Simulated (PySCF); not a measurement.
# NMR parameters from quadrupole coupling constants

C4H9FSSi2.
Cartesian coordinates in Å at the GFN2-xTB level; atoms count from 1:
```
atom  x, y, z in Å
C1    -1.8344    2.5169    1.8373
C2    -1.3510    1.5623    1.2872
Si3   -0.6572    0.0859    0.4026
C4     0.8631    0.7909   -0.5240
S5     1.8059   -0.5123   -1.3850
C6     2.7023   -1.2332    0.0170
Si7   -2.1219   -0.8940   -1.0911
F8    -3.3422   -1.4636   -0.1981
H9    -2.2476    3.3518    2.3276
H10   -0.1636   -0.7939    1.4836
H11    1.5562    1.3201    0.1270
H12    0.5594    1.4798   -1.3102
H13    3.3547   -1.9981   -0.3916
H14    2.0052   -1.6756    0.7219
H15    3.2944   -0.4606    0.5006
H16   -1.6461   -2.0804   -1.7936
H17   -2.7843    0.0160   -2.0212
```

Computed at PBE0/pcSseg-1 (PySCF, non-relativistic):

```csv
atom,environment,nucleus,spin I,Q (b),CQ = χzz (MHz),η
S5,sulfide sulfur,33S,3/2,-0.0678,49.231,0.604
```

Problem. Recover the principal values of the field gradient from CQ = 234.96 MHz × Q × Vzz, η = (Vxx − Vyy)/Vzz and a zero trace.

Solution. The tensor is traceless, so η fixes the two smaller values:

| atom | Vxx (au) | Vyy (au) | Vzz (au) | Vzz (10²¹ V/m²) |
| --- | --- | --- | --- | --- |
| S5 | 0.611 | 2.479 | -3.090 | -30.03 |

Problem. Give the quadrupolar product PQ = |CQ|√(1 + η²/3), the quadrupolar frequency νQ = 3|CQ|/[2I(2I − 1)] and the Larmor frequency ν0 = |g| × 7.62259 MHz/T × B at 28.2 T, with g(33S) = 0.42921.

Solution. 
```
atom  PQ (MHz)  νQ (MHz)  ν0 (MHz)  νQ/ν0
  S5     52.14     24.62     92.26  0.267
```

For S5: PQ = 49.23 × 1.0591, νQ = 49.23 × 0.5000, ν0 = 3.2717 MHz/T × 28.2 T.

Problem. Take a correlation time of 5 ps, isotropic tumbling and extreme narrowing. What quadrupolar relaxation rates and linewidths follow?

Solution. Rate = (3π²/10) PQ² τc (2I + 3)/[I²(2I − 1)], the same for T1 and T2; width = rate/π.

```csv
site,spin factor (2I + 3)/[I²(2I − 1)],1/T1 (s⁻¹),T1 (ms),linewidth (Hz)
33S at S5,1.333,53700,0.0186,17100
```

Isolated species at its GFN2-xTB geometry (one conformer only). GFN2-xTB bond lengths can be off by several hundredths of an ångström, more for odd bonds, and the gradients follow them. The basis is small and wasn't made for field gradients, so the couplings can be 20 % off.
